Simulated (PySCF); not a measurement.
# Substituent chemical shifts

Parent skeleton `[BH2-:1]1[O:2][CH:3]=[CH:4][CH:5]=[O+:6]1`; one hydrogen on atom 4 is replaced by X. Hydrogens on one atom are averaged.

No solvent, rapidly exchanging positions averaged, non-relativistic Hamiltonian, single conformer. PBE0/pcSseg-1 with gauge-including orbitals; geometry: PBE0-D3(BJ)/def2-SVP; PySCF 2.14.0 with density-fitted response routines.

Shifts are taken against calculated references (same method and geometry level): BF3·OEt2 for 11B; 17O against H2O; 13C and 1H against TMS.

Parent (X = H): B1 4.4, O2 288.4, C3 186.2, C4 101.7, C5 186.2, O6 288.4, H(B1) 4.27, H(C3) 7.46, H(C5) 7.46 ppm. Effects are Δδ = δ(X) − δ(H), positive for deshielding.

(1) Give Δδ (ppm) for X = cPr, iPr, OC2H5.

(2) Which position responds most, and to which substituents?

Answers

(1) 
```
    X                     SMILES    B1     O2     C3     C4     C5     O6  H(B1)  H(C3)  H(C5)
  cPr  [BH2-]1OC=C(C2CC2)C=[O+]1  -0.1  -11.7   -1.1  +11.7   -4.7   -9.7  +0.00  -0.03  -0.57
  iPr    CC(C)C1=CO[BH2-][O+]=C1  -5.2   -6.5   +0.2  +24.6   +0.2   -6.5  -0.52  +0.26  +0.26
OC2H5      CCOC1=CO[BH2-][O+]=C1  -6.0  -29.0  -12.3  +45.0  -12.3  -29.0  -0.72  +0.22  +0.22
```

(2) C4: from +11.7 ppm with cPr to +45.0 ppm with OC2H5.

Unscaled 17O shifts of doubly bonded oxygen tend to come out too high, by tens of ppm or more. Experimental scales use liquid or dissolved standards, which lie at an offset from isolated H2O (liquid H2O: subtract about 36 ppm).
